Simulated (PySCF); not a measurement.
# Which determinant of BAs lies lowest?

Unrestricted PBE0; basis B cc-pVTZ, As cc-pVTZ-PP with ECP10; scalar-relativistic core potentials; PySCF 2.14. Outer shells of the fragments: B 2s2 2p1; As 3d10 4s2 4p3.

Followed along the bond (rough minima from three points):

```json
{"2Ms+1": "3", "unpaired": "σ ↑, π ↑", "⟨S²⟩ at the start": "2.01", "R at minimum (Å)": "1.85", "Te (eV)": "0.00"}
{"2Ms+1": "1", "unpaired": "σ ↓, π ↑", "⟨S²⟩ at the start": "1.05", "R at minimum (Å)": "1.85", "Te (eV)": "0.14"}
{"2Ms+1": "3", "unpaired": "π ↑↑", "⟨S²⟩ at the start": "2.01", "R at minimum (Å)": "none in the scan", "Te (eV)": "≤ 0.84"}
{"2Ms+1": "1", "unpaired": "none", "⟨S²⟩ at the start": "0.00", "R at minimum (Å)": "none in the scan", "Te (eV)": "≤ 0.86"}
{"2Ms+1": "1", "unpaired": "π ↑↓", "⟨S²⟩ at the start": "1.01", "R at minimum (Å)": "none in the scan", "Te (eV)": "≤ 1.13"}
```

Solutions found at the starting distance of 1.990 Å, counted from the lowest of them; the search is not exhaustive and high or unbound solutions are not listed, so other states can lie among these:

| 2Ms+1 | unpaired | term | E (eV) | ⟨S²⟩ | ⟨Lz²⟩ | μ (D) |
| --- | --- | --- | --- | --- | --- | --- |
| 3 | σ ↑, π ↑ | ³Π | 0.00 | 2.01 | 1.02 | 0.08 |
| 1 | σ ↓, π ↑ | mixed | 0.13 | 1.05 | 1.01 | 0.03 |
| 3 | π ↑↑ | ³Σ⁻ | 0.66 | 2.01 | 0.00 | 2.26 |
| 1 | π ↑↓ | mixed | 0.95 | 1.01 | 2.02 | 2.33 |
| 1 | none | ¹Σ⁺ | 1.21 | 0.00 | 0.00 | -0.54 |
| 5 | σ ↑, π ↑↑↑ | ⁵Π | 1.85 | 6.00 | 1.00 | 0.96 |

A term symbol is given only where ⟨S²⟩ and ⟨Lz²⟩ are close to those of a pure state; real π, δ and φ orbitals otherwise mix terms. A positive dipole means B(−)As(+).

Spin–orbit coupling is left out.
